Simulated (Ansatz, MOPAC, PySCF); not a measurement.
Complex: H4SeSi (SMILES [SiH3][SeH]) (first 6 atoms) with HF (SMILES F); geometry from B3LYP-D3(BJ)/def2-TZVP, rigid monomers moved along the line of their centres of mass till Se2···H8 is 4.23 Å.
(charge 0, multiplicity 1):
```csv
atom,x (Å),y (Å),z (Å)
Si,0.6140,-1.3546,0.8601
Se,-0.4734,0.6838,0.9874
H,0.0502,-2.1599,-0.2427
H,2.0175,-0.9959,0.5795
H,0.4886,-2.0777,2.1396
H,-1.7522,0.0804,1.3975
F,1.4418,1.0890,5.7417
H,0.9908,1.1986,4.9245
```

Counterpoise-corrected where a basis set is named; no monomer relaxation. Rows marked so take none.

Frozen-core correlation. Filled d and f shells under p-block atoms count as core. CBS(a, b) extrapolates the correlation energy as X⁻³ and adds the Hartree–Fock energy of set b. Rows in 3-21G, 6-31G*, STO-3G carry no dispersion term and start afresh at each structure (6-31G* with six Cartesian d functions); the Pople sets are all-electron and without relativity. MP2/6-31G* freezes PySCF's default core, which leaves 3d correlated. The state reached by AM1, PM6, PM7 isn't checked; PM7 holds dispersion and hydrogen-bond terms.

Run with Ansatz (Gaussian orbitals); MOPAC for AM1, PM6, PM7 (differences of heats of formation); PySCF for 3-21G rows, 6-31G* rows, STO-3G rows, the dispersion terms. 

Other levels give for the interaction energy: PBE/def2-TZVPPD -42.0; B3LYP/def2-TZVPPD -35.4; B3LYP-D3(BJ)/def2-TZVPPD -44.9; wB97M-V/def2-TZVPPD -44.0; CCSD(T)/CBS(def2-SVPD, def2-TZVPPD) -42.8 meV.

Common cheap choices:

```tsv
level	interaction energy (meV)	less -42.8 (CCSD(T)/CBS(def2-SVPD, def2-TZVPPD))
AM1	-15.5	27.3
PM6	-15.1	27.6
PM7	-16.9	25.8
HF/STO-3G (no counterpoise)	-17.4	25.4
B3LYP/3-21G (no counterpoise)	-37.0	5.7
B3LYP/6-31G* (no counterpoise)	-42.5	0.3
MP2/6-31G*	-46.6	-3.9
MP2/6-31G* (no counterpoise)	-49.5	-6.7
```

Ansatz is a program for electronic structure.
